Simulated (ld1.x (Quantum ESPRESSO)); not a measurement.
## What the settings do to the TM potential of Ce (Z = 58)

Base potential:

```
Element                 : Ce
Generator               : ld1.x (Quantum ESPRESSO) 7.5
Type                    : norm-conserving Troullier–Martins (Kleinman–Bylander form)
Functional              : LDA (PZ)
Relativity              : scalar-relativistic
Frozen core             : [Xe]
Valence charge          : 4
Reference configuration : 4f1 5d1 6s1.75 6p0.25
Partial waves           : 6s (bound): rc 2.80 bohr; 5d (bound): rc 3.90 bohr; 4f (bound): rc 1.50 bohr; 6p (bound): rc 3.85 bohr
Local potential         : the p channel
Core correction         : none
```

Cutoffs, loose and tight: the cutoffs (Ry, on a coarse ladder) from which the occupation-weighted sum of valence levels, in a spherical-Bessel basis at the reference potential, stays within 10 and 1 mRy of its value at 400 Ry. They do not see the model core or the augmentation charge, which bear on the density cutoff. Test errors are all-electron minus pseudo excitation energies from the reference, over the configurations 4f1 5d1 6s2 6p0; 4f1 5d1 6s1 6p0; 4f1 5d1 6s0 6p0; 4f0 5d1 6s2 6p0; 4f2 5d0 6s1 6p0; 4f1 5d0 6s0 6p0; 4f1 5d1 6s0 6p1 (two spin-polarised tests are not counted in the largest error). A dash means not determined; rows that change the core or the reference have their own tests. The largest error is taken over the tests solved by every variant that gives reliable tests at all: 4f1 5d0 6s0 6p0; 4f1 5d1 6s0 6p0; 4f1 5d1 6s0 6p1; 4f1 5d1 6s1 6p0; 4f1 5d1 6s2 6p0; 4f2 5d0 6s1 6p0.

A true bound ghost makes a file unfit for plane-wave use even where its test errors are small: the radial tests pick states by their node count and pass the ghost by. Where a test does run into it, the solver fails or the error is huge.

| change | outcome | cutoff, loose | cutoff, tight | bound ghosts | largest test error (meV) |
| --- | --- | --- | --- | --- | --- |
| base | generated | 140 Ry | 160 Ry | s | +651 |
| wave 5d (bound): rc 3.90 bohr becomes 5d (bound): rc 2.54 bohr | generated | 140 Ry | 160 Ry | s | +611 |
| wave 5d (bound): rc 3.90 bohr becomes 5d (bound): rc 2.86 bohr | generated | 140 Ry | 160 Ry | s | +610 |
| wave 5d (bound): rc 3.90 bohr becomes 5d (bound): rc 3.26 bohr | generated | 140 Ry | 160 Ry | s | +615 |
| wave 5d (bound): rc 3.90 bohr becomes 5d (bound): rc 3.64 bohr | generated | 140 Ry | 160 Ry | s | +630 |
| wave 5d (bound): rc 3.90 bohr becomes 5d (bound): rc 4.04 bohr | generated | 140 Ry | 160 Ry | s | +660 |
| wave 5d (bound): rc 3.90 bohr becomes 5d (bound): rc 4.34 bohr | generated | 140 Ry | 160 Ry | none | +699 |
| wave 5d (bound): rc 3.90 bohr becomes 5d (bound): rc 4.78 bohr | generated | 140 Ry | 160 Ry | s | +776 |
| wave 5d (bound): rc 3.90 bohr becomes 5d (bound): rc 5.12 bohr | generated | 140 Ry | 160 Ry | none | +857 |

Problem. What comes out with this change to the base: wave 5d (bound): rc 3.90 bohr becomes 5d (bound): rc 5.94 bohr?

Solution. outcome: generated; cutoff, loose: 140 Ry; cutoff, tight: 160 Ry; bound ghosts: none; largest test error (meV): +1085.

Problem. What comes out with this change to the base: wave 5d (bound): rc 3.90 bohr becomes 5d (bound): rc 5.60 bohr?

Solution. outcome: generated; cutoff, loose: 140 Ry; cutoff, tight: 160 Ry; bound ghosts: none; largest test error (meV): +959.

Reading the sweep of the d radius (base included, trends over the rows without a ghost): The loose cutoff stays near 140 Ry. Bound ghosts are found at 2.54, 2.86, 3.26, 3.64, 3.9, 4.04, 4.78 bohr.
